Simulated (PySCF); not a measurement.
[TiBr4]2- holds Ti(II), d2, at total charge -2. The structure is a model geometry with rigid ligands and bond lengths from ionic radii, not a minimum; coordination tetrahedral, point group Td, metal–donor distances 2.60 Å.

Method (PySCF 2.14, density fitting): CASSCF(2,5) with orbitals averaged over all microstates of the shell, strongly contracted NEVPT2 on the averaged canonical orbitals; basis x2c-TZVPall on the metal, x2c-SVPall elsewhere; spin-free X2C; IEF-PCM water; spin-orbit coupling by state interaction with the mean-field operator over all roots.

CASSCF energies above the lowest CASSCF root:

| state | CASSCF / cm⁻¹ |
| --- | --- |
| 3A2 | 0 |
| 3T2 | 3015 |
| 3T1 | 5211 |
| 1E | 11298 |
| 1T2 | 13902 |
| 3T1 | 15393 |
| 1A1 | 17634 |
| 1T1 | 18254 |
| 1E | 19403 |
| 1T2 | 20504 |
| 1A1 | 41907 |

Problem. How does dynamic correlation (SC-NEVPT2) move these states?

Solution. 
| state | NEVPT2 / cm⁻¹ | shift / cm⁻¹ |
| --- | --- | --- |
| 3A2 | 0 | 0 |
| 3T2 | 3108 | +93 |
| 3T1 | 5371 | +160 |
| 1E | 9298 | -2001 |
| 1T2 | 12058 | -1843 |
| 3T1 | 12988 | -2405 |
| 1A1 | 15465 | -2170 |
| 1T1 | 16241 | -2013 |
| 1E | 17534 | -1868 |
| 1T2 | 18600 | -1905 |
| 1A1 | 34033 | -7873 |

In the ligand-field fit 10Dq goes from 2812 to 2748 cm⁻¹, B goes from 780 to 616 cm⁻¹, C goes from 2982 to 2565 cm⁻¹.

The geometry is a model, and the complex may not exist in this form.
